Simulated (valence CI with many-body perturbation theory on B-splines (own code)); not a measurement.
## Questions on Ir³⁶⁺

Calculated by relativistic CI+MBPT: five valence electrons over a frozen Dirac-Fock core [Kr], radial functions for each j: 7 s, 7 p, 8 d, 6 f, 4 g, 1 h, with the one-electron correlation potential Σ1, the two-electron term Σ2, the three-electron term Σ3, Breit, model QED; selected CI, second order for the rest, scaled by the run's own slope (own B-spline code, finite nucleus).

The last digits are not significant, and no measured levels were compared; by estimate large intervals hold to a few tenths of a per cent, small ones and those within an open d or f shell to about a per cent. Among the levels kept, up to 390 cm⁻¹ of a level comes from second order outside the variational space, and about a tenth of that is noise between levels of different J, which matters for small intervals. Only levels of the ground parity were solved; by the run's estimate the other parity begins above the list, which can be wrong where configurations are misplaced.

Levels are named by their leading jj configuration (3d3/2^4 stands for four electrons in 3d with j = 3/2), which in mixed levels can hold well under half, so a name can repeat and another be missing.

Rates and lifetimes use the calculated energies. Strong lines usually hold to 10 to 20 %, long lifetimes can be off by a factor of two.

Q: What is the ground level?

A: (4d3/2^4 4d5/2) J=5/2, composition 27 % 4d⁵ ⁴P + 23 % 4d⁵ ²D + 16 % 4d⁵ ²F, g = 1.331.

Q: How well does LS coupling describe the low levels?

A: Among the lowest 20 levels the leading LS term, summed over configurations, holds 48 % on average. For single configurations the figures are 48 % in LS and 95 % in jj coupling. Terms mix most in the J = 5/2 level at 0.000 eV, where the leading one holds 27 %.

Q: What is the ionisation energy?

A: 1604.3 eV; NIST lists 1603 ± 5 eV (theoretical).
